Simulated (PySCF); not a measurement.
Diatomics of Br with the third period

CCSD(T) with triple-zeta basis sets in PySCF, for the lowest determinant that a PBE0 search found; no spin–orbit coupling. De refers to high-spin ground-configuration atoms.

```csv
M,basis,"reference, frozen orbitals",state (unpaired electrons),Re (Å),ωe (cm⁻¹),De (eV)
Na,def2-TZVPP,"RHF, 10",singlet (closed shell),2.514,295,3.70
Mg,x2c-TZVPPall,"UHF, 10",doublet (σ ↑),2.367,371,2.66
Al,def2-TZVPP,"RHF, 14",singlet (closed shell),2.315,380,4.56
Si,def2-TZVPP,"UHF, 14",doublet (π ↑),2.235,424,3.69
P,def2-TZVPPD,"UHF, 14",triplet (π ↑↑),2.190,429,2.66
Cl,x2c-TZVPPall,"RHF, 14",singlet (closed shell),2.154,437,2.18
```

The shortest bond is that of BrCl (2.154 Å), the longest that of NaBr (2.514 Å). AlBr is bound most strongly (4.56 eV) and BrCl least (2.18 eV).

The rows differ in basis set, which adds steps of its own.

The state changes along the series, so neighbouring rows are not always alike in their bonding.

Correlated steps freeze the inner cores (10 to 14 orbitals); shallow outer-core shells are correlated. Where the molecule has an RHF reference, its open-shell atoms are computed with UHF. States were picked by a PBE0 search and need not be the measured ground states.
